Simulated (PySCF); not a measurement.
Species: C2H4OSSi.
Atom-mapped SMILES: `[CH:1]#[C:2][Si@H:3]([OH:4])[SH:5]` (hydrogens: H6 on C1; H7 on Si3; H8 on O4; H9 on S5)

Theory: PySCF, PBE0-D3(BJ)/def2-SVP geometry optimisation, gas phase.

(1) What internal coordinates does the optimisation give?

Answers

(1) 
| bond | length (Å) | order |
| --- | --- | --- |
| C1≡C2 | 1.217 | triple |
| C2–Si3 | 1.834 | single |
| Si3–O4 | 1.656 | single |
| Si3–S5 | 2.143 | single |
| C1–H6 | 1.076 | single |
| Si3–H7 | 1.479 | single |
| O4–H8 | 0.962 | single |
| S5–H9 | 1.351 | single |

Orders are formal, as drawn. A selection of angles:
| angle | degrees |
| --- | --- |
| C2–C1–H6 | 179.8 |
| C1–C2–Si3 | 179.2 |
| C2–Si3–O4 | 110.2 |
| C2–Si3–S5 | 106.6 |
| C2–Si3–H7 | 112.5 |
| O4–Si3–S5 | 114.9 |
| O4–Si3–H7 | 105.4 |
| S5–Si3–H7 | 107.4 |
| Si3–O4–H8 | 117.6 |
| Si3–S5–H9 | 94.1 |

Dihedral angles: H8–O4–Si3–C2 -57° (synclinal); H9–S5–Si3–C2 31° (synclinal).

Si3 (oxygen-bound silicon) is distorted tetrahedral (angles from 105.4° to 114.9°). O4 (silanol oxygen) is bent (angle 117.6°).

Point group: C1 (no symmetry element, even within 0.4 Å). No PBE0-D3(BJ)/def2-SVP frequencies stand behind this structure, so it isn't proved a minimum. One conformer, not necessarily the lowest (C2–Si3–O4–H -57°, C2–Si3–S5–H 31°).

On one thread of an Arm Neoverse V1, shared host, this took 87 s of wall time and 0.41 GiB of memory at its peak. That covers the optimisation of the geometry.
